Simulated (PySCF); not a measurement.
# SMILES [C@@H]1(CC)NC[C@@H]1C, C6H13N

Cartesian coordinates in Å; atom numbers follow the order of the lines, from 1:
```xyz
20

C     2.571   -0.222   -0.389
C     1.217   -0.704    0.118
C     0.080    0.088   -0.513
N    -0.047    1.463   -0.016
C    -1.503    1.350    0.064
C    -1.380   -0.178   -0.068
C    -1.573   -0.929    1.236
H     3.375   -0.797    0.063
H     2.710    0.826   -0.137
H     2.639   -0.330   -1.470
H     1.178   -0.587    1.200
H     1.083   -1.761   -0.124
H     0.169    0.025   -1.609
H     0.319    2.197   -0.611
H    -1.902    1.720    1.011
H    -2.052    1.814   -0.764
H    -2.005   -0.622   -0.845
H    -1.013   -0.454    2.036
H    -1.244   -1.961    1.139
H    -2.628   -0.927    1.505
```

Level of theory: TDDFT PBE0/def2-SVPD circular dichroism and optical rotation, one conformer, gas phase (PySCF). Geometry: GFN2-xTB.

The molecule is flexible and this is one conformer; a measurement averages over conformers. States above about 6.4 eV (minus the energy of the highest occupied orbital) lie near or above the ionisation threshold and depend on the basis.

Task: Draw the ECD and absorption spectra from the lowest 8 states, each a Gaussian of half-width 0.2 eV at 1/e height.

Result: 
| E (eV) | λ (nm) | Δε (L mol⁻¹ cm⁻¹) | ε (L mol⁻¹ cm⁻¹) |
| --- | --- | --- | --- |
| 5.38 | 230 | +0.01 | 0.549 |
| 5.53 | 224 | +0.24 | 13.3 |
| 5.68 | 218 | +1.93 | 105 |
| 5.83 | 213 | +4.92 | 267 |
| 5.98 | 207 | +4.09 | 222 |
| 6.13 | 202 | +1.26 | 82.7 |
| 6.28 | 197 | +1.42 | 258 |
| 6.43 | 193 | +1.65 | 1140 |
| 6.58 | 188 | -7.55 | 2530 |
| 6.73 | 184 | -15.10 | 2710 |
| 6.88 | 180 | -8.00 | 1220 |
| 7.03 | 176 | -1.51 | 215 |
| 7.18 | 173 | -1.00 | 75.8 |
| 7.33 | 169 | -4.29 | 344 |
| 7.48 | 166 | -3.37 | 867 |
| 7.63 | 163 | +16.03 | 1830 |

Δε uses R in velocity form, ε uses f in length form. Only the states computed contribute, so the short-wavelength end is incomplete.
